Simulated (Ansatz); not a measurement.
A run on `C[O][W]([OH])([F])(=[S])[Cl]` with other settings.

```yaml
crystal:
  periodic: [false, false, false]
  atoms:
    - {symbol: C, position_ang: [1.140958, -1.544555, 0.079705]}
    - {symbol: O, position_ang: [0.584291, -0.358963, 0.682557]}
    - {symbol: W, position_ang: [-0.435995, 1.098122, 0.277495]}
    - {symbol: O, position_ang: [-1.666732, -0.147974, -0.335567]}
    - {symbol: F, position_ang: [-1.412286, 2.242935, -0.924812]}
    - {symbol: S, position_ang: [-0.795308, 2.009756, 2.038375]}
    - {symbol: Cl, position_ang: [1.443264, 2.035578, -0.784294]}
    - {symbol: H, position_ang: [0.254353, -2.019025, -0.465651]}
    - {symbol: H, position_ang: [1.846393, -1.285156, -0.582010]}
    - {symbol: H, position_ang: [1.426161, -2.175542, 0.853074]}
    - {symbol: H, position_ang: [-2.506310, 0.160099, -0.763749]}
basis:
  gaussian: {orbitals: ANO-RCC-VTZP}
hamiltonian: {xc: {name: revPBE0}}
accuracy: high
```

```sh
$ ansatz run in.yaml --threads 2 --pin off --events-out ev --progress --plain --max-ram 32768MiB --backend cuda --devices 0, --max-vram 18GiB
```

It prints (some lines left out):

```
Functional definition: revPBE0
6658 factors; integrals over basis functions are off by at most 5.8e-9 eV
mean field evaluation 1: about -470677.8281 eV, gradient 9.5e1 eV
mean field evaluation 2: about -470546.3949 eV, gradient 3.2e2 eV
mean field evaluation 4: about -470690.0331 eV, gradient 2.5e1 eV
mean field evaluation 8: about -470690.9534 eV, gradient 1.2e0 eV
mean field evaluation 16: about -470691.2191 eV, gradient 6.6e-3 eV
mean field -470691.21913714 eV, -17297.5832573225 hartree, gradient 3.5e-8 eV, S^2 0.000000; 0 other end points of the search recorded, 0 dependent functions left out
reference -470691.21914544 eV, -17297.5832576276 hartree; 71, 71 occupied and 277, 277 virtual orbitals, 6658 factors
Total energy: -470691.21914544 eV, -17297.5832576276 hartree
Relativity: scalar
```

Run time 3.1 min (2 threads of an AMD EPYC 7R13 on a shared host and a share of an NVIDIA H100 80 GB); peak host memory 2.4 GiB.
